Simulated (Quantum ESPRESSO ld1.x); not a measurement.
Problem. Cs11+, configuration [Kr] 4d8. All-electron calculation, scalar-relativistic Kohn-Sham, BLYP, spin-unpolarised, spherical densities, point nucleus. Program: ld1.x of Quantum ESPRESSO 7.5. Some entries of the table are withheld. Estimate them.

orbital  occ.  eigenvalue (hartree)  <r> (bohr)  <1/r> (bohr^-1)
1s          2            -1323.0348     0.02611            59.40
2s          2             -213.5563      0.1121            13.65
2p          6             -192.3261     0.09818            13.00
3s          2                   (1)      0.2987            4.923
3p          6              -43.0758      0.2966              (2)
3d         10                   (3)      0.2729            4.432
4s          2              -14.7388      0.6816            2.060
4p          6              -12.5013      0.7187            1.911
4d          8               -9.2117      0.7829            1.683

Solution. 
(1) 3s eigenvalue (hartree): -49.9079
(2) 3p <1/r> (bohr^-1): 4.675
(3) 3d eigenvalue (hartree): -33.0614
